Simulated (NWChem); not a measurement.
Molecule: CH4GeO3; SMILES O=[C](O)[GeH2][OH]

```xyz
9

O      1.1528     1.3720     0.7579
C      0.0927     1.0872     0.2395
O     -0.8483     2.0006    -0.0711
Ge    -0.3430    -0.8196    -0.2037
O      1.1465    -1.6326     0.3695
H     -0.5022     2.8782     0.1975
H     -0.5238    -1.0125    -1.7270
H     -1.5777    -1.3095     0.5875
H      1.7205    -0.9274     0.7213
```
Atoms are numbered in this order, from 1.

Level: B3LYP/6-31G* (spherical d) (NWChem), optimised geometry, unscaled harmonic frequencies. 

```tsv
frequency (cm⁻¹)	IR intensity (km/mol)
48	1.2
135	5.4
288	14.8
322	44.5
345	26.5
367	50.3
587	103.8
650	13.2
670	83.9
699	51.2
730	54.9
736	53.1
878	60.6
1049	254.6
1172	168.7
1337	20.5
1792	245.1
2122	83.1
2128	146.7
3599	26.1
3693	58.7
```

```json
{
  "zero_point_energy": "33.4 kcal/mol",
  "thermal correction to the enthalpy at 298.15 K (with zero-point energy)": "38.2 kcal/mol",
  "heat capacity Cv": "22.8 cal/(mol K)",
  "entropy at 298.15 K and 1 atm (symmetry number 1)": "82.8 cal/(mol K)",
  "dipole_moment": "2.56 D"
}
```

Rigid rotor and harmonic oscillator; modes under 100 cm⁻¹ make the entropy uncertain.
